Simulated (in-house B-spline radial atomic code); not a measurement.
# Ionising As⁺ with different functionals

Computed with a radial B-spline atomic code at the basis-set limit: non-relativistic Hamiltonian, point nucleus, spin-polarised at highest spin, spherical fractional occupations for the functionals, and exact exchange of hybrids averaged over the configuration. The ionisation energy is the difference of two self-consistent energies, [Ar] 3d10 4s2 4p2 → [Ar] 3d10 4s2 4p1, without Breit or QED terms; ε is the level of the shell that loses the electron (its least bound occupied spin orbital). There is no spin-orbit coupling in this Hamiltonian.

```csv
method,rung,ΔSCF (eV),-ε(4p) (eV)
PBE0,global hybrid,18.62,15.35
B3LYP,global hybrid,18.57,14.99
TPSSh,global hybrid,18.66,14.69
M06-2X,global hybrid,18.57,16.57
BHandHLYP,global hybrid,18.44,16.32
r2SCAN0,global hybrid,18.82,15.59
B97-1,global hybrid,18.44,14.99
HSE06,range-separated hybrid,18.59,14.91
wB97X,range-separated hybrid,18.36,17.56
CAM-B3LYP,range-separated hybrid,18.58,16.63
LC-wPBE,range-separated hybrid,18.71,18.20
```

(1) Among the functionals, which spreads more, the ΔSCF values or the orbital energies?

(2) How do they compare with the NIST value?

## Answers

(1) The orbital energies: ΔSCF values span about 0.46 eV and the orbital energies 3.51 eV; here energy differences depend much less on the functional than eigenvalues do.

(2) NIST lists 18.589 eV ± 0.001 (measured, ground level to ground level). Errors run from -0.23 to +0.23 eV; HSE06 is closest (+0.00 eV), but part of that can be cancellation, since the calculations leave out relativity, Breit-QED terms, multiplet and fine-structure energies.
